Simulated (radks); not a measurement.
Question: The nickel ion Ni9+ is in [Ar] 3d1. Method: scalar-relativistic Kohn-Sham, r2SCAN, spin-polarised, spherical densities, finite nucleus; meta-GGA in the generalised Kohn-Sham scheme; Fermi nuclear charge, rms radius of each element as measured or else 0.836 A^(1/3) + 0.57 fm; computed with a radial shooting solver on a logarithmic mesh with Libxc functionals. Open shells are filled with parallel spins first. One electron is removed from 3s, 2p, 3d, 3p in turn, with full relaxation. Which removal costs least, and what does each cost?

Answer: 3d 223.40 eV; 3p 287.48 eV; 3s 330.79 eV; 2p 1123.9 eV. The 3d electron leaves first.
